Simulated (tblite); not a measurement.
C6H5ClFO (doublet state).
Atom-mapped SMILES: `[OH:1][C:2]1=[C:3]([F:4])[CH:5]=[CH:6][CH2:7][C:8]1[Cl:9]` (hydrogens: H10 on O1; H11 on C5; H12 on C6; H13, H14 on C7)

Structure used (GFN2-xTB), in Å, numbered top down from 1:
```xyz
14
C6H5ClFO angstrom
O      1.7359   -1.1560   -1.5028
C      0.8373   -0.5335   -0.7021
C      1.2469    0.4235    0.2457
F      2.5782    0.6950    0.3194
C      0.3491    1.0840    1.0916
C     -0.9746    0.8152    1.0184
C     -1.5387   -0.1756    0.0572
C     -0.4991   -0.8222   -0.7945
Cl    -1.0418   -1.9831   -1.9365
H      2.6233   -0.8318   -1.2969
H      0.7444    1.8029    1.7921
H     -1.6752    1.3174    1.6648
H     -2.2885    0.3128   -0.5838
H     -2.0980   -0.9490    0.6053
```

Level: GFN2-xTB in tblite, geometry and Hessian alike; calculated harmonic values, unscaled, isolated species. The method is semi-empirical: single wavenumbers can be off by several per cent or more. One conformer, not necessarily the lowest. Open shells enter through the occupations alone, without spin polarisation, and single modes of such species can be off by tens of per cent.

Harmonic wavenumbers (cm⁻¹): 101.0, 122.5, 195.7, 246.6, 268.8, 316.5, 362.4, 422.3, 439.1, 446.3, 516.9, 562.8, 612.7, 720.0, 795.1, 848.0, 879.5, 911.1, 993.1, 1057.3, 1119.6, 1140.9, 1174.1, 1225.1, 1241.7, 1317.1, 1385.9, 1405.2, 1424.4, 1531.5, 1591.7, 2822.2, 2877.6, 3100.9, 3112.6, 3488.3.

A = 2186, B = 1164, C = 763.1 MHz; mass 147.001 u (most abundant isotopes); point group Cs, symmetry number 1; spin multiplicity 2.

**Question.** Zero-point energy?

**Answer.** Half the sum of the wavenumbers: 20388 cm⁻¹ = 58.29 kcal/mol.

**Question.** What is S at 298.15 K and 1 bar for an ideal gas of classical rigid rotors and harmonic oscillators?

**Answer.** Translation 40.89, rotation 29.49, vibration 20.00, spin (R ln 2) 1.38: S = 91.8 cal/(mol K).

**Question.** And Cp and H(298.15 K) − H(0)?

**Answer.** Cp = 33.29 cal/(mol K), of which vibrations give 25.34 (their classical limit is 36 R = 71.5); H(298.15 K) − H(0) = 5.90 kcal/mol without the zero-point energy, 3.53 from vibrations.

**Question.** How do the functions run with temperature in this model?

**Answer.** 
| T (K) | S (cal/(mol K)) | Cp (cal/(mol K)) | H − H(0) (kcal/mol) | G − H(0) (kcal/mol) | ln q(vib) |
| --- | --- | --- | --- | --- | --- |
| 50 | 58.4 | 10.1 | 0.43 | -2.49 | 0.09 |
| 100 | 66.8 | 15.0 | 1.05 | -5.63 | 0.59 |
| 373.15 | 99.9 | 39.1 | 8.62 | -28.65 | 5.62 |
| 500 | 112.5 | 47.3 | 14.13 | -42.13 | 8.22 |
| 750 | 133.9 | 57.7 | 27.37 | -73.02 | 13.19 |
| 1000 | 151.4 | 64.0 | 42.64 | -108.74 | 17.77 |

q(vib) and H(0) count from the zero-point level.

**Question.** Blend soft modes into free rotors: weight 1/[1 + (100 cm⁻¹/ν̃)⁴] for the oscillator and the rest for a rotor with moment μB/(μ + B), μ = h/(8π²ν), B = 10⁻⁴⁴ kg m². What vibrational entropy results?

**Answer.** 19.61 cal/(mol K) in place of 20.00, which changes −T·S at 298.15 K by +0.12 kcal/mol.

Hindered rotation and anharmonicity are outside this model. Other conformers, if any are populated, would add a mixing term that is left out.

Hardware: one thread of an Arm Neoverse V2 (shared host). Cost: 0.4 s of wall time. This covers the Hessian and the dipole derivatives.
